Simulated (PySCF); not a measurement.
**Simulated absorption spectrum**

C5H12AlN.
SMILES: `C#[C][AlH2-][N+](C)(C)C`

Method: TDDFT CAM-B3LYP/def2-SVPD, vertical, gas phase, core orbitals frozen in the response in PySCF 2.14.0, density-fitted response routines. Geometry: PBE0-D3(BJ)/def2-SVP; no solvent, vibrations or thermal averaging. Torsions of this conformer, `[CH:1]#[C:2][AlH2-:3][N+:4]([CH3:5])([CH3:6])[CH3:7]`: C2–Al3–N4–C5 -60°.

Each state is given a Gaussian of 0.3 eV full width at half maximum, with ε(max) = 2.175×10⁸ f / Δν̃ (Δν̃ the width in cm⁻¹). The cross-section is σ = 3.8235×10⁻²¹ ε cm², given in Mb (10⁻¹⁸ cm²). The width is an assumption, not a result. The curve ends short of the highest state used, and states not computed would add to its high-energy end.

```json
{"λ (nm)": "180.5", "σ (Mb)": "3.15"}
{"λ (nm)": "181.6", "σ (Mb)": "2.56"}
{"λ (nm)": "182.8", "σ (Mb)": "1.81"}
{"λ (nm)": "183.9", "σ (Mb)": "1.19"}
{"λ (nm)": "185.1", "σ (Mb)": "0.68"}
{"λ (nm)": "186.3", "σ (Mb)": "0.36"}
{"λ (nm)": "187.4", "σ (Mb)": "0.19"}
{"λ (nm)": "188.6", "σ (Mb)": "0.12"}
{"λ (nm)": "189.8", "σ (Mb)": "0.11"}
{"λ (nm)": "190.9", "σ (Mb)": "0.14"}
{"λ (nm)": "192.1", "σ (Mb)": "0.20"}
{"λ (nm)": "193.2", "σ (Mb)": "0.27"}
{"λ (nm)": "194.4", "σ (Mb)": "0.33"}
{"λ (nm)": "195.6", "σ (Mb)": "0.37"}
{"λ (nm)": "196.7", "σ (Mb)": "0.38"}
{"λ (nm)": "197.9", "σ (Mb)": "0.37"}
{"λ (nm)": "199.1", "σ (Mb)": "0.33"}
{"λ (nm)": "200.2", "σ (Mb)": "0.28"}
{"λ (nm)": "201.4", "σ (Mb)": "0.22"}
{"λ (nm)": "202.5", "σ (Mb)": "0.18"}
{"λ (nm)": "203.7", "σ (Mb)": "0.15"}
{"λ (nm)": "204.9", "σ (Mb)": "0.15"}
{"λ (nm)": "206.0", "σ (Mb)": "0.17"}
{"λ (nm)": "207.2", "σ (Mb)": "0.21"}
{"λ (nm)": "208.4", "σ (Mb)": "0.26"}
{"λ (nm)": "209.5", "σ (Mb)": "0.31"}
{"λ (nm)": "210.7", "σ (Mb)": "0.35"}
{"λ (nm)": "211.8", "σ (Mb)": "0.38"}
{"λ (nm)": "213.0", "σ (Mb)": "0.38"}
{"λ (nm)": "214.2", "σ (Mb)": "0.36"}
{"λ (nm)": "215.3", "σ (Mb)": "0.33"}
{"λ (nm)": "216.5", "σ (Mb)": "0.28"}
{"λ (nm)": "217.7", "σ (Mb)": "0.22"}
{"λ (nm)": "218.8", "σ (Mb)": "0.17"}
{"λ (nm)": "220.0", "σ (Mb)": "0.12"}
{"λ (nm)": "221.1", "σ (Mb)": "0.08"}
{"λ (nm)": "222.3", "σ (Mb)": "0.05"}
{"λ (nm)": "223.5", "σ (Mb)": "0.03"}
{"λ (nm)": "224.6", "σ (Mb)": "0.02"}
{"λ (nm)": "225.8", "σ (Mb)": "0.01"}
{"λ (nm)": "227.0", "σ (Mb)": "0.01"}
{"λ (nm)": "228.1", "σ (Mb)": "0.00"}
{"λ (nm)": "229.3", "σ (Mb)": "0.00"}
{"λ (nm)": "230.4", "σ (Mb)": "0.00"}
```

(1) Locate the maxima and give the states behind the curve.

(2) On this curve, what absorbance would a 10⁻³ mol/L sample give at 222 nm over a 1 cm path?

## Answers

(1) 213 nm (5.83 eV), ε about 100, made up of S1 (100%); 197 nm (6.30 eV), ε about 100, made up of S2 (11%) and S3 (89%) (ε in L mol⁻¹ cm⁻¹; maxima over ε = 5, shares over 10%). At its high-energy end, 6.87 eV, the curve is still rising (ε about 830, from S4). The states used: S1 5.83 eV (f 0.0011); S2 6.21 eV (f 0.0002); S3 6.32 eV (f 0.0010); S4 6.93 eV (f 0.010); S5 7.15 eV (f 0.0002); S6 7.47 eV (f 0.041).

(2) 222 nm is 5.585 eV, where ε is about 16 L mol⁻¹ cm⁻¹, so A = ε c l ≈ 0.016 (Beer–Lambert, with the gas-phase spectrum and the assumed width).
